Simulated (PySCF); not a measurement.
# Electron correlation in Te (tellurium, neutral)

[Kr] 4d10 5s2 5p4, high-spin 3P determinant. Computed with PySCF 2.14 in aug-cc-pVDZ-PP with ECP28MDF, with scalar relativity through the core potential. Frozen: 4s2 4p6 4d10; 6 electrons correlated.

MP2 pair energies summed by pair of shells (mhartree):

```csv
pair,energy,share (%)
5p-5p,-30.70,48.4
5s-5p,-27.42,43.3
5s-5s,-5.26,8.3
```

Total MP2 correlation energy: -63.38 mhartree.

Same-spin part -15.92 and opposite-spin part -47.45 mhartree; SCS-MP2 scales them by 1/3 and 6/5 to -62.25 mhartree.

| level | correlation energy (mhartree) |
| --- | --- |
| CCSD | -77.90 |
| (T) | -1.29 |
| CCSD(T) | -79.19 |

Diagnostics: T1 = 0.0089, D1 = 0.0256, largest double amplitude 0.044.

Q: Is a single reference adequate?

A: Yes, within this model without spin-orbit coupling: T1 lies below 0.03 and no double amplitude reaches 0.07.
